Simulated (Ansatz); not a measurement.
Ansatz (an electronic-structure program) input:

Ansatz 0.2 input:
```yaml
crystal:
  periodic: [false, false, false]
  atoms:
    - {symbol: C, position_ang: [-2.87281460, -0.24967116, -0.46249685]}
    - {symbol: C, position_ang: [-1.48500072, -0.61089969, -0.84405260]}
    - {symbol: C, position_ang: [-0.41870022, 0.02991169, 0.04525011]}
    - {symbol: C, position_ang: [0.99501821, -0.33655595, -0.37866661]}
    - {symbol: C, position_ang: [2.08591135, 0.27881194, 0.45366965]}
    - {symbol: O, position_ang: [1.90952326, 1.01766748, 1.38730128]}
    - {symbol: H, position_ang: [-3.71605902, -0.81602310, -0.83280657]}
    - {symbol: H, position_ang: [-3.07494619, 0.64977762, 0.10355227]}
    - {symbol: H, position_ang: [-1.36898425, -1.70223831, -0.83793322]}
    - {symbol: H, position_ang: [-1.29563464, -0.31794160, -1.89100364]}
    - {symbol: H, position_ang: [-0.57498051, -0.27029333, 1.08349122]}
    - {symbol: H, position_ang: [-0.52997570, 1.11671049, 0.02796772]}
    - {symbol: H, position_ang: [1.15187898, -1.42328269, -0.35768559]}
    - {symbol: H, position_ang: [1.18893357, -0.04936920, -1.42091984]}
    - {symbol: H, position_ang: [3.11709739, 0.00173924, 0.14470502]}
basis:
  gaussian:
    orbitals: def2-TZVP
hamiltonian:
  xc: b3lyp
  dispersion: d3bj
magnetization: {spin_polarized: true, initial_magnetization: 1}
phonons: {temperatures: {t_min: 298.15, t_max: 298.15, t_step: 100}}
```

Q: What final total energy does it print?

A: -271.23013 Eh (B3LYP-D3(BJ)/def2-TZVP). The basis has 240 functions.

It need not be the lowest isomer of its formula.
